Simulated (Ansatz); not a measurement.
Reactions of C$_{3}$H$_{4}$BrCl (`C=CC(Cl)Br`).

Program: Ansatz. Geometries: PBE0-D4/def2-TZVP. ΔE: electronic, gas phase. CCSD(T)/CBS is the MP2 limit (def2-TZVPP, def2-QZVPP) plus CCSD(T) − MP2 in def2-TZVPP, frozen cores. This one scheme is used for every species, atoms too. No spin–orbit coupling; open shells (•) take unrestricted orbitals. Spin–orbit coupling would lower the free atoms: a little for C, Cl; clearly for Br. Bonds to Br are less sure, by a few kJ/mol each and by 10 to 20 or more in all where they break to atoms, as the def2 sets lack core-valence functions. Scalar relativity is left out up to krypton. Each species was taken in one conformer, which may not be the lowest.

| reaction | CCSD(T)/CBS(def2) (eV) |
| --- | --- |
| `C=CC(Cl)Br` + HCl → `ClC(Cl)Br` + `C=C` | 0.66 |
| `C=CC(Cl)Br` + CH₃SH → `C=CSC` + `ClCBr` | 0.11 |
| `C=CC(Cl)Br` → Br• + 3 C• + Cl• + 4 H• | 34.89 |
| `C=CC(Cl)Br` + H₂ → `ClCBr` + `C=C` | ? |
| `C=CC(Cl)Br` + `O[Si](Cl)(Cl)Cl` → `C=CO[Si](Cl)(Cl)Cl` + `ClCBr` | 0.51 |
| `C=CC(Cl)Br` + H₂ → `C=CCBr` + HCl | -0.94 |
| `C=CC(Cl)Br` + CH₃OH → `C=CC(Cl)OC` + HBr | ? |
| `C=CC(Cl)Br` + H₂ → `C=CCCl` + HBr | -0.82 |

Task: Fill in the missing values. (Best estimate.)

Result: The calculation gave: `C=CC(Cl)Br` + H₂ → `ClCBr` + `C=C`: -0.39 eV; `C=CC(Cl)Br` + CH₃OH → `C=CC(Cl)OC` + HBr: -0.13 eV.

Largest T1 diagnostic: 0.011, for `C=CSC`.
